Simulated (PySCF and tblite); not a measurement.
Values are calculated unless marked as measured or tabulated.
C₁₀H₁₆, numbered as in [CH2:1]=[CH:2][CH2:3]/[C:4](=[CH:5]\[C:6](=[CH2:7])[CH3:8])[CH2:9][CH3:10]: conformational analysis

Level: PBE0-D3(BJ)/6-31G*//GFN2-xTB, thermal terms from GFN2-xTB, symmetry numbers and mirror pairs counted. Conformers within 3 kcal/mol (GFN2-xTB free energy) were kept, 10 at most. GIAO shieldings: PBE0/6-31G*. Shifts are against TMS (¹H), TMS (¹³C) at the same level; of two unlike H on one atom, a is the less shielded. Run with PySCF (density fitting) and tblite.

Torsions listed: C1–C2–C3–C4, C2–C3–C4–C9, C4–C5–C6–C8, C3–C4–C9–C10. Of a mirror pair one member is shown.

```json
{"conformer": "1", "shape": "3°, 91°, 11°, 84°", "symmetry": "C1 (pair)", "E(GFN2) kcal/mol": "0.00", "E(DFT) kcal/mol": "0.27", "G(298.15 K) kcal/mol": "0.00", "weight %": "26.4", "dipole D": "0.83"}
{"conformer": "2", "shape": "8°, 102°, -8°, -70°", "symmetry": "C1 (pair)", "E(GFN2) kcal/mol": "0.18", "E(DFT) kcal/mol": "0.00", "G(298.15 K) kcal/mol": "0.05", "weight %": "24.3", "dipole D": "0.84"}
{"conformer": "3", "shape": "-6°, -88°, -15°, 170°", "symmetry": "C1 (pair)", "E(GFN2) kcal/mol": "1.06", "E(DFT) kcal/mol": "0.45", "G(298.15 K) kcal/mol": "0.29", "weight %": "16.2", "dipole D": "0.89"}
{"conformer": "4", "shape": "-117°, 84°, 4°, 86°", "symmetry": "C1 (pair)", "E(GFN2) kcal/mol": "0.28", "E(DFT) kcal/mol": "0.73", "G(298.15 K) kcal/mol": "0.38", "weight %": "13.9", "dipole D": "0.47"}
{"conformer": "5", "shape": "120°, -83°, -6°, 169°", "symmetry": "C1 (pair)", "E(GFN2) kcal/mol": "1.42", "E(DFT) kcal/mol": "0.94", "G(298.15 K) kcal/mol": "0.54", "weight %": "10.6", "dipole D": "0.52"}
{"conformer": "6", "shape": "-138°, -88°, -12°, -86°", "symmetry": "C1 (pair)", "E(GFN2) kcal/mol": "0.24", "E(DFT) kcal/mol": "1.59", "G(298.15 K) kcal/mol": "1.34", "weight %": "2.7", "dipole D": "0.76"}
{"conformer": "7", "shape": "133°, -100°, 20°, 72°", "symmetry": "C1 (pair)", "E(GFN2) kcal/mol": "0.38", "E(DFT) kcal/mol": "1.61", "G(298.15 K) kcal/mol": "1.37", "weight %": "2.6", "dipole D": "0.51"}
{"conformer": "8", "shape": "-140°, -89°, -14°, 170°", "symmetry": "C1 (pair)", "E(GFN2) kcal/mol": "1.44", "E(DFT) kcal/mol": "1.81", "G(298.15 K) kcal/mol": "1.60", "weight %": "1.8", "dipole D": "0.83"}
{"conformer": "9", "shape": "-150°, -106°, 11°, 70°", "symmetry": "C1 (pair)", "E(GFN2) kcal/mol": "0.64", "E(DFT) kcal/mol": "1.91", "G(298.15 K) kcal/mol": "1.73", "weight %": "1.4", "dipole D": "0.83"}
```

Weights (%) against temperature:

```csv
T (K),1,2,3,4,5,6,7,8,9,S(mix) cal/mol/K
250,28.5,27.7,16.4,12.8,9.0,1.9,1.8,1.1,0.9,4.81
273.15,27.5,25.9,16.3,13.4,9.8,2.3,2.2,1.4,1.1,4.92
298.15,26.4,24.3,16.2,13.9,10.6,2.7,2.6,1.8,1.4,5.01
323.15,25.4,22.9,16.1,14.3,11.2,3.2,3.0,2.1,1.7,5.09
373.15,23.7,20.7,15.8,14.8,12.2,4.0,3.8,2.8,2.3,5.22
```

Averaged shifts at 298.15 K. ¹H: 6.24 (H2, 1H), 6.15 (H5, 1H), 5.33 (H1a, 1H), 5.26 (H1b, 1H), 4.95 (H7a, 1H), 4.89 (H7b, 1H), 3.14 (H3, 2H), 2.25 (H9, 2H), 2.08 (H8, 3H), 1.12 (H10, 3H) ppm. ¹³C: 136.2 (C6), 133.9 (C4), 132.0 (C2), 125.6 (C5), 116.0 (C7), 111.6 (C1), 38.2 (C3), 35.9 (C9), 22.1 (C8), 15.9 (C10) ppm.

Coordinates of conformer 1 (Å):

```xyz
26

C    -0.547    2.466    0.873
C    -0.453    2.253   -0.425
C    -0.417    0.907   -1.094
C    -0.576   -0.246   -0.145
C     0.396   -0.908    0.492
C     1.842   -0.738    0.519
C     2.585   -1.675    1.114
C     2.504    0.474   -0.069
C    -2.008   -0.673    0.058
C    -2.466   -1.627   -1.049
H    -0.570    3.461    1.285
H    -0.600    1.654    1.579
H    -0.397    3.090   -1.111
H    -1.237    0.881   -1.820
H     0.508    0.826   -1.666
H     0.073   -1.736    1.116
H     2.149   -2.559    1.548
H     3.657   -1.596    1.177
H     3.525    0.554    0.298
H     2.548    0.400   -1.156
H     1.964    1.379    0.197
H    -2.118   -1.177    1.020
H    -2.651    0.210    0.062
H    -2.387   -1.155   -2.026
H    -1.847   -2.521   -1.051
H    -3.501   -1.920   -0.892
```

Coordinates of conformer 2 (Å):

```xyz
26

C    -1.285   -1.818   -0.268
C    -1.169   -1.399    0.978
C    -0.525   -0.118    1.433
C    -0.145    0.831    0.330
C     0.909    0.732   -0.489
C     1.994   -0.235   -0.585
C     2.833   -0.146   -1.619
C     2.199   -1.301    0.450
C    -1.105    1.979    0.151
C    -2.452    1.517   -0.408
H    -1.763   -2.752   -0.507
H    -0.903   -1.248   -1.098
H    -1.559   -2.002    1.790
H    -1.231    0.384    2.104
H     0.346   -0.373    2.040
H     0.992    1.505   -1.246
H     2.726    0.609   -2.380
H     3.655   -0.831   -1.746
H     1.321   -1.938    0.530
H     3.053   -1.918    0.184
H     2.395   -0.852    1.423
H    -1.271    2.464    1.118
H    -0.677    2.723   -0.524
H    -3.128    2.364   -0.507
H    -2.317    1.065   -1.387
H    -2.913    0.781    0.246
```

Shifts are unscaled: against experiment ¹³C can be off by 15 ppm or more and ¹H by 0.8 ppm.

Search and properties took 4 min on 1 thread of Intel Xeon 6975P-C (shared host) (rough), launched as `OMP_NUM_THREADS=1 python ens_run.py task.json out`.
